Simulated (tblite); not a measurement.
Compound: C4H11F2NSi.
Z-matrix (Å and degrees, GFN2-xTB geometry), rows numbered from 1:
```
C 
Si  1  1.8907
N   2  1.7238  1  105.83
C   3  1.4379  2  122.87  1   176.67
C   4  1.5297  3  113.72  2    85.93
C   4  1.5343  3  108.35  2  -151.20
F   6  1.3567  4  111.07  3   -71.08
F   6  1.3548  4  111.32  3   170.85
H   1  1.0845  2  110.05  3  -175.98
H   1  1.0852  2  111.61  3   -56.57
H   1  1.0857  2  112.08  3    64.48
H   2  1.4751  1  109.55  3  -124.60
H   2  1.4668  1  112.59  3   114.22
H   3  1.0102  2  118.11  1   -36.96
H   4  1.0944  3  107.85  2   -35.98
H   5  1.0872  4  110.28  3   179.57
H   5  1.0882  4  110.01  3    59.58
H   5  1.0862  4  109.48  3   -60.22
H   6  1.1000  4  112.33  3    49.39
```

Computed values, GFN2-xTB/tblite, gas phase, harmonic and unscaled. The method is semi-empirical: single wavenumbers can be off by several per cent or more. Modes of hydrogen on silicon can be 10 to 20 % off. One conformer, not necessarily the lowest.

Harmonic wavenumbers (cm⁻¹): 44.3, 53.8, 69.0, 113.1, 126.5, 203.5, 205.6, 225.6, 256.7, 348.8, 437.5, 488.7, 502.2, 534.7, 589.8, 652.0, 699.8, 775.1, 802.8, 821.9, 828.1, 867.6, 884.9, 982.1, 1022.7, 1054.0, 1086.6, 1130.4, 1177.6, 1235.9, 1269.1, 1274.8, 1299.0, 1375.4, 1384.2, 1400.5, 1483.3, 1488.2, 1489.7, 1497.8, 2148.2, 2228.6, 2906.1, 2953.8, 3036.2, 3042.4, 3044.1, 3048.6, 3053.5, 3061.8, 3433.5.

A = 3393, B = 746.6, C = 703.4 MHz; mass 139.063 u (most abundant isotopes); point group C1, symmetry number 1.

Zero-point energy?

Half the sum of the wavenumbers: 32070 cm⁻¹ = 91.69 kcal/mol.

Entropy at 298.15 K, 1 bar (ideal gas, RRHO, classical rotation)?

Translation 40.73, rotation 29.58, vibration 34.75: S = 105.1 cal/(mol K).

And Cp and H(298.15 K) − H(0)?

Cp = 41.20 cal/(mol K), of which vibrations give 33.25 (their classical limit is 51 R = 101.3); H(298.15 K) − H(0) = 7.62 kcal/mol without the zero-point energy, 5.25 from vibrations.

Which modes carry the vibrational entropy at 298.15 K?

44.3 cm⁻¹: 5.06; 53.8 cm⁻¹: 4.67; 69.0 cm⁻¹: 4.18; 113.1 cm⁻¹: 3.21; 126.5 cm⁻¹: 3.00; 203.5 cm⁻¹: 2.10 cal/(mol K); the other 45 give 12.52 together.

What must be added to the electronic energy to get the Gibbs energy at 298.15 K and 1 bar?

ZPE + [H(298.15 K) − H(0)] − T·S = 91.69 + 7.62 − 31.32 = 67.99 kcal/mol.

Blend soft modes into free rotors: weight 1/[1 + (100 cm⁻¹/ν̃)⁴] for the oscillator and the rest for a rotor with moment μB/(μ + B), μ = h/(8π²ν), B = 10⁻⁴⁴ kg m². What vibrational entropy results?

31.25 cal/(mol K) in place of 34.75, which changes −T·S at 298.15 K by +1.04 kcal/mol.

How do the functions run with temperature in this model?

```csv
T (K),S (cal/(mol K)),Cp (cal/(mol K)),H − H(0) (kcal/mol),G − H(0) (kcal/mol),ln q(vib)
150,82.5,26.1,2.64,-9.74,4.06
250,98.2,36.3,5.75,-18.81,7.18
400,118.6,51.0,12.32,-35.10,11.60
600,142.2,65.8,24.10,-61.24,17.18
900,171.8,80.0,46.15,-108.51,24.87
```

q(vib) and H(0) count from the zero-point level.

Hindered rotation and anharmonicity are outside this model. Other conformers, if any are populated, would add a mixing term that is left out. The structure is chiral; the term R ln 2 for an equal mix with its mirror image is left out.
